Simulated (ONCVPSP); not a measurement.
Tc (Z = 43) ONCV: all-electron and pseudo phase curves

```json
{
  "Element": "technetium (Tc)",
  "Generator": "ONCVPSP 4.0.1",
  "Type": "optimised norm-conserving Vanderbilt (ONCV)",
  "Functional": "PBE",
  "Relativity": "fully relativistic",
  "Frozen core": "[Ar] 3d10",
  "Valence charge": "15",
  "Reference configuration": "4s2 4p6 4d4 (charge +3)",
  "Partial waves": "4s: rc 1.55 bohr, ncon 5, nbas 9, qcut 6.1 1/bohr, 2 projectors, debl 3.7 Ha; 4p: rc 1.60 bohr, ncon 4, nbas 8, qcut 7.7 1/bohr, 2 projectors, debl 1.8 Ha; 4d: rc 1.80 bohr, ncon 4, nbas 8, qcut 10.3 1/bohr, 2 projectors, debl 2.4 Ha",
  "Local potential": "polynomial inside 1.15 bohr (lpopt 5, dvloc0 0 Ha)",
  "Core correction": "Teter function, fcfact 3.75, rcfact 1.1"
}
```

Open shells are filled in proportion to 2j + 1.

In the s channel the program set the typed energies aside and used -3.808, 0.250 Ha. In the p channel the program set the typed energies aside and used -2.734, 0.250 Ha (j = l + 1/2; the other j can differ).

The phase is arctan(r·R′/R) of the radial function R(r), unwrapped; energies in Ha, scanned from -5 to 5 Ha. A pole is an energy at which the radial function vanishes at the test radius. The pseudo phase is shifted by a multiple of π to meet the all-electron one at the reference energy, and phase errors are pseudo minus all-electron; the curves can meet again beyond the range given. Levels narrower than the energy grid can be missing from the lists of poles.

Q: For each channel, where are the poles, and over which energies does the pseudopotential scatter like the atom?

A:

```csv
channel,radius (bohr),reference energy (Ha),"poles, all-electron","poles, pseudo",unbroken range about the reference energy with phases within 0.05 rad,phase error 1 Ha above the reference energy (rad)
s,1.57,-3.81,-3.05,-3.05,the whole range,-0.000
p3/2,1.62,-2.73,-1.82,-1.82,the whole range,-0.000
p1/2,1.62,-2.84,-2.01,-2.01,the whole range,-0.000
d5/2,1.83,-1.29,-0.38,-0.38,the whole range,-0.000
d3/2,1.83,-1.30,-0.41,-0.41,the whole range,-0.000
```

Phases in the p1/2 channel:

```tsv
E (Ha)	all-electron	pseudo
-4.96	1.107	1.107
-4.48	0.964	0.964
-4.00	0.624	0.624
-3.52	-0.300	-0.300
-3.04	-1.119	-1.119
-2.56	-1.416	-1.416
-2.08	-1.556	-1.556
-1.60	-1.645	-1.645
-1.12	-1.718	-1.718
-0.64	-1.791	-1.791
-0.16	-1.876	-1.876
0.32	-1.995	-1.995
0.80	-2.190	-2.190
1.28	-2.567	-2.568
1.76	-3.241	-3.245
2.24	-3.861	-3.866
2.72	-4.184	-4.189
3.20	-4.351	-4.356
3.68	-4.450	-4.455
4.16	-4.516	-4.521
4.64	-4.563	-4.568
```
